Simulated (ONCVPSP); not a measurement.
**Si (Z = 14): one change to an ONCV potential, before and after**

* Element: silicon (Si)
* Generator: ONCVPSP 4.0.1
* Type: optimised norm-conserving Vanderbilt (ONCV)
* Functional: LDA (Perdew-Zunger)
* Relativity: scalar-relativistic
* Frozen core: [Ne]
* Valence charge: 4
* Reference configuration: 3s1.5 3p2.5
* Partial waves: 3s: rc 1.50 bohr, ncon 4, nbas 7, qcut 3.9 1/bohr, 1 projector; 3p: rc 2.40 bohr, ncon 4, nbas 8, qcut 4.1 1/bohr, 2 projectors, debl 1.6 Ha; d scattering state at 0.07 Ha: rc 2.10 bohr, ncon 5, nbas 8, qcut 4.1 1/bohr, 2 projectors, debl 3.2 Ha
* Local potential: polynomial inside 1.00 bohr (lpopt 4, dvloc0 1 Ha)
* Core correction: none

All-electron outer shells of the reference configuration (LDA (Perdew-Zunger), scalar-relativistic, ld1.x):

| shell | level (eV) | outermost node (bohr) | outermost maximum (bohr) |
| --- | --- | --- | --- |
| 2s | -139.55 | 0.15 | 0.45 |
| 2p | -96.41 | – | 0.39 |
| 3s | -11.27 | 0.72 | 1.77 |
| 3p | -4.47 | 0.72 | 2.11 |

Change: core correction Teter function, fcfact 2.25, rcfact 1.1.

Cutoffs: the cutoffs (Ha) at which the residual kinetic energy of the hardest occupied pseudo-wave falls to 1 and 0.1 mHa per electron; they do not see the model core or the augmentation charge, which bear on the density cutoff. Errors are all-electron minus pseudo energies relative to the spin-unpolarised reference configuration.

Question: How do hardness, ghosts and transferability respond?

Answer: The potential gets neither clearly harder nor softer (7.7 Ha and 20 Ha → 7.7 Ha and 20 Ha); of the 4 tests that both files solve, the error grows in 0 and shrinks in 2 by more than 15 % and 0.3 meV (median size 7.3 → 5.4 meV); neither file shows a bound ghost. A model core, the more so a compact one, raises the density cutoff, which this test does not measure.

```tsv
quantity	base	changed
cutoff, loose	7.7 Ha	7.7 Ha
cutoff, tight	20 Ha	20 Ha
bound ghosts	none	none
GHOST(+) flags under 300 eV	s at 39.3 eV	s at 39.3 eV
error for 3s2 3p2, meV [ΔE -3.38 eV]	+1.5	+1.2
error for 3s2 3p1, meV [ΔE 4.45 eV]	+1.0	+0.9
error for 3s2 3p0, meV [ΔE 20.56 eV]	+26	+24
error for 3s0 3p4, meV [ΔE 10.40 eV]	+13	+9.6
s: phases at 1.52 bohr within 0.05 rad from the reference energy up to (Ha; the scan ends near 5)	0.5	0.5
p: phases at 2.44 bohr within 0.05 rad from the reference energy up to (Ha; the scan ends near 5)	4.7	4.7
d: phases at 2.13 bohr within 0.05 rad from the reference energy up to (Ha; the scan ends near 5)	to the end of the scan	to the end of the scan
```

Base: The cutoffs count occupied waves only; projector 2 of the d channel, the hardest unoccupied one, needs 53 Ha at the loose tolerance. Changed file: The cutoffs count occupied waves only; projector 2 of the d channel, the hardest unoccupied one, needs 53 Ha at the loose tolerance.
